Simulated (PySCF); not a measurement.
C3H9NOZn, singlet, at a GFN2-xTB geometry (such geometries of metal compounds can be far from the true shape).

Here is a job for PySCF.
```python
from pyscf import gto, scf, mcscf
import numpy

mol = gto.Mole()
mol.atom = '''
    Zn    0.081241    0.378792   -0.401506
    O     0.766744   -0.987136   -1.299827
    C     1.426224   -1.248708   -2.496555
    H     0.827341   -0.970490   -3.371573
    H     2.395071   -0.738438   -2.556815
    H     1.605750   -2.329940   -2.534504
    N    -0.910867    0.205793    1.202298
    C    -1.556418    1.315398    1.865478
    C    -0.170788   -0.598289    2.151747
    H    -2.266601    0.909775    2.594295
    H    -0.856608    1.967086    2.407578
    H    -2.108913    1.910963    1.142961
    H     0.547636   -0.015332    2.747384
    H    -0.886721   -1.053461    2.844585
    H     0.353827   -1.397793    1.629784
'''
mol.basis = 'sto-3g'
mol.charge = 0
mol.spin = 0
mol.verbose = 3
mol.build()

mf = scf.RHF(mol)
mf.kernel()
mc = mcscf.CASCI(mf, 3, 2)
mc.fix_spin_(ss=0.0)
mc.kernel()
occ = numpy.linalg.eigvalsh(mc.fcisolver.make_rdm1(mc.ci, mc.ncas, mc.nelecas))[::-1]
ss = mc.fcisolver.spin_square(mc.ci, mc.ncas, mc.nelecas)[0]
print('natural occupations', occ.round(4), ' <S^2>', round(ss, 4))
```

Task: What number of basis functions does CASCI(2,3)/STO-3G in PySCF give?

Result: 52

Task: Predict the SCF-reference HOMO-LUMO gap from CASCI(2,3)/STO-3G.

Result: 11.70 eV

Task: What SCF-reference Mulliken (on the basis functions themselves) charges in atom order does CASCI(2,3)/STO-3G give?

Result: Zn1 0.71, O2 -0.47, C3 -0.04, H4 0.05, H5 0.05, H6 0.06, N7 -0.46, C8 -0.08, C9 -0.10, H10 0.05, H11 0.04, H12 0.06, H13 0.04, H14 0.05, H15 0.04

Task: What nuclear repulsion energy does CASCI(2,3)/STO-3G give?

Result: 432.9166 Eh

Task: What is the computed total energy (CASCI(2,3)/STO-3G)?

Result: -2002.3705 Eh
